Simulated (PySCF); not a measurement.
BFH5NO2Si, SMILES OB(O)N[SiH2]F. Geometry: B3LYP-D3(BJ)/def2-SVP. This is a generated structure with no PubChem entry under its InChIKey; it may be hypothetical. One conformer was computed; it need not be the lowest.

Computed equilibrium geometry at B3LYP-D3(BJ)/def2-SVP (PySCF confirms it by a frequency run) as Cartesian coordinates in Å (one conformer of several):
```xyz
11

Si     1.3751     0.2581     0.1701
F      2.5187    -0.9023     0.0818
N     -0.1260    -0.5623    -0.1141
B     -1.4039     0.0665    -0.1187
O     -2.5251    -0.6887    -0.3561
O     -1.4055     1.4244     0.1232
H      1.4547     0.8623     1.5245
H      1.6874     1.2707    -0.8709
H     -0.0940    -1.5618    -0.2918
H     -3.3580    -0.2062    -0.3473
H     -2.2633     1.8594     0.1240
```
Charge 0, spin multiplicity 1.
